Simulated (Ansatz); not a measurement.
CH6AlNS, SMILES `NC[S][AlH2]`, relaxed with RKS PBE-D4/def2-SVP in Ansatz 0.2.0 from a rough embedded geometry. The force threshold is 0.03 eV/Å; the program also tests the step.

Total charge 0; spin multiplicity 1.

Start:

```xyz
10

N     1.095    0.672    0.936
C    -0.284    0.473    0.993
S    -1.069    1.178   -0.509
Al   -0.672   -0.668   -1.861
H     1.564    0.055    0.200
H     1.574    0.399    1.864
H    -0.711    0.974    1.891
H    -0.503   -0.656    1.122
H     0.700   -0.621   -2.676
H    -1.694   -1.806   -1.961
```

Q: By how much does the energy fall, and how many steps does the optimiser take? (Best estimate.)

A: Computed: 75.71 kJ/mol, in 20 steps, 2 of them rejected.

Q: Which bonds change most? (An estimate is asked.)

A: The calculation gave: S3–Al4 from 2.323 to 2.185 Å; Al4–H10 from 1.533 to 1.604 Å; N1–H6 from 1.080 to 1.025 Å; C2–S3 from 1.835 to 1.884 Å.

Q: Give the relaxed structure. (Estimate.)

A: Computed: 
```xyz
10

N     1.159    0.506    1.289
C    -0.213    0.465    0.875
S    -0.447    1.205   -0.841
Al   -0.601   -0.600   -2.062
H     1.685   -0.318    0.979
H     1.250    0.591    2.307
H    -0.819    1.114    1.537
H    -0.694   -0.541    0.857
H    -0.793   -0.409   -3.634
H    -0.526   -2.014   -1.308
```
